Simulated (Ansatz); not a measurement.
Computed with Ansatz on PBE0-D4/def2-TZVP structures; ΔE is electronic, products minus reactants. CCSD(T)/CBS adds triple-zeta CCSD(T) − MP2 to the extrapolated MP2 energy (def2 sets, frozen cores). This one scheme is used for every species. Functionals use def2-TZVPP. B3LYP here is the variant with VWN-RPA as its local correlation; programs differ in this. HSE06 is defined as in plane-wave codes. Elements past krypton have def2 core potentials. For Te outer-core shells are correlated without core-valence functions, which leaves a few kJ/mol of doubt a bond.

`[TeH]B1N[SiH2]1` + CH₄ → `CB1N[SiH2]1` + H₂Te  (formal exchange of groups at a B–Te bond)

`[TeH]B1N[SiH2]1`:

Z-matrix (Å, degrees):
```
Si
B 1 1.925
N 1 1.751 2 43.9
H 1 1.484 2 124.8 3 -92.0
H 1 1.484 2 124.8 3 92.0
Te 2 2.130 1 162.0 3 -180.0
H 3 1.008 1 147.1 2 -180.0
H 6 1.655 2 93.1 1 -0.0
```

CH₄:

Z-matrix (Å, degrees):
```
C
H 1 1.090
H 1 1.090 2 109.5
H 1 1.090 2 109.5 3 -120.0
H 1 1.090 2 109.5 3 120.0
```

`CB1N[SiH2]1`:

Z-matrix (Å, degrees):
```
C
B 1 1.552
H 1 1.094 2 110.4
H 1 1.094 2 110.2 3 116.8
H 1 1.093 2 113.1 3 -121.7
N 2 1.382 1 138.8 3 122.9
Si 2 1.940 1 160.1 3 -57.4
H 6 1.009 2 137.6 1 -0.1
H 7 1.488 2 125.6 1 -89.7
H 7 1.487 2 125.6 1 90.2
```

H₂Te:

```xyz
3

Te   -0.528    0.549    0.157
H    -0.536   -0.865   -0.706
H     1.064    0.316    0.549
```

Question: Is it downhill or uphill in electronic energy at CCSD(T)/CBS, and by how much? (Best estimate.)

Answer: Ansatz gave: Uphill: ΔE = +59.1 kJ/mol.

Question: What do these levels give: HSE06-D4, PBE, B3LYP, SCS-MP2/def2-TZVPP, HF/CBS(def2), CCSD/CBS(def2)? (Best estimate.)

Answer: Computed: HSE06-D4 54.6, PBE 52.9, B3LYP 48.1, SCS-MP2/def2-TZVPP 60.3, HF/CBS(def2) 43.8, CCSD/CBS(def2) 55.5 kJ/mol.

Question: What do rigid-rotor, harmonic-oscillator terms from PBE0-D4/def2-TZVP frequencies (298.15 K, 1 bar) make of the CCSD(T)/CBS value? (An estimate is asked.)

Answer: Computed: ΔZPE = -9.4 kJ/mol, ΔH = +49.3 kJ/mol, ΔS = 20 J/(mol·K), ΔG = +43.4 kJ/mol.

Largest T1 diagnostic among the species: 0.013.

At CCSD(T), def2-SVP lies −7.7 kJ/mol from the extrapolated value and def2-TZVPP −3.8 kJ/mol. The D4 term adds +4.6 kJ/mol with B3LYP and +2.4 kJ/mol with PBE0; it sums over pairs of atoms, weighted by their polarisabilities, and B3LYP, whose exchange is more repulsive, gets the larger term.
